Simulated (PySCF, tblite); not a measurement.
C₈H₈N₂S.
Geometry (GFN2-xTB, Å), atoms numbered from 1 in this order:
```xyz
19
C8H8N2S angstrom
C     -3.1390    1.1631    0.6793
C     -2.1704    0.4706    0.5131
C     -1.1008   -0.4176    0.3419
C     -1.1652   -1.8043    0.5308
N      0.0076   -2.3611    0.2892
N      0.8386   -1.3987   -0.0515
C      2.1902   -1.7513   -0.3664
C      0.2384   -0.1701   -0.0442
C      0.8552    1.0746   -0.3607
C      0.0095    2.3022   -0.2778
S      2.4331    1.2248   -0.8061
H     -3.9647    1.7943    0.8182
H     -2.0083   -2.3951    0.8268
H      2.4354   -1.4708   -1.3917
H      2.2713   -2.8297   -0.2439
H      2.8881   -1.2458    0.3022
H     -0.4018    2.4137    0.7251
H     -0.8308    2.2318   -0.9687
H      0.6040    3.1785   -0.5232
```

The calculation used PBE0/pcSseg-1 in PySCF (dipole) on a GFN2-xTB geometry, gas phase.

Masses are those of the commonest isotopes; rigid-rotor values at the optimised geometry. The values belong to one conformer with, in the numbering `[CH:1]#[C:2][c:3]1[cH:4][n:5][n:6]([CH3:7])[c:8]1[C:9]([CH3:10])=[S:11]`, N6–C8–C9–C10 180°.

Problem. Give the principal moments of inertia and the rotational constants in cm⁻¹.

Solution. Ia = 377.30, Ib = 542.98, Ic = 914.01 u·Å²; 505379 MHz·u·Å²/I gives 1339, 930.8 and 552.9 MHz, that is A = 0.04468, B = 0.03105, C = 0.01844 cm⁻¹.

Problem. Classify the top.

Solution. An asymmetric top: κ = (2 × 930.8 − 1339 − 552.9)/(1339 − 552.9) = -0.04.

Problem. What does the inertial defect say?

Solution. Not planar: Δ = Ic − Ia − Ib = -6.27 u·Å². For a rigid frame Δ = −2 Σ m c², so Σ m c² = 3.13 u·Å² lies off the ab plane, practically all of it from hydrogen. The atom farthest from that plane is 0.89 Å away.

Problem. Which types of transition are allowed, and where do some lines up to J = 3 fall?

Solution. The dipole components are |μa| = 1.38 D, |μb| = 0.29 D, |μc| = 0.01 D. The squared components, which scale the intensities, stand as 1.00 : 0.05 : 0.00 (a : b : c). Some lines, for components of 0.1 D or more:

| type | branch | J(Ka,Kc) | MHz | lower level (cm⁻¹) |
| --- | --- | --- | --- | --- |
| a | Q | 2(1,1) ← 2(1,2) | 1133 | 0.149 |
| b | Q | 2(2,0) ← 2(1,1) | 1394 | 0.187 |
| b | R | 1(1,1) ← 0(0,0) | 1892 | 0.000 |
| a | Q | 3(1,2) ← 3(1,3) | 2215 | 0.276 |
| b | Q | 3(1,2) ← 3(0,3) | 2284 | 0.274 |
| b | R | 2(0,2) ← 1(1,1) | 2391 | 0.063 |
| a | R | 2(1,1) ← 1(1,0) | 3345 | 0.076 |
| b | R | 3(1,2) ← 2(2,1) | 3650 | 0.228 |
| a | R | 3(2,2) ← 2(2,1) | 4451 | 0.228 |
| b | R | 2(2,1) ← 1(1,0) | 4571 | 0.076 |
| a | R | 3(1,2) ← 2(1,1) | 4876 | 0.187 |
| a | R | 3(2,1) ← 2(2,0) | 4978 | 0.234 |
| b | R | 3(2,2) ← 2(1,1) | 5677 | 0.187 |
| b | R | 3(3,1) ← 2(2,0) | 7361 | 0.234 |
| b | R | 3(3,0) ← 2(2,1) | 7580 | 0.228 |

Its GFN2-xTB frequencies are all real (lowest 35 cm⁻¹). These are rigid-rotor constants of the computed structure; measured ground-state constants (B0) also hold zero-point vibration. A rigid rotor knows nothing of internal rotation, which can split or shift real lines. Quadrupole hyperfine structure (14N) is left out.

Hardware: one thread of an Intel Xeon Platinum 8375C at 2.90 GHz, shared host with 128 logical CPUs at a one-minute load of 51. Cost: 73 s of wall time, 1.1 GiB resident at most. This is the PBE0/pcSseg-1 job that gave the dipole, with the shieldings it also computed.
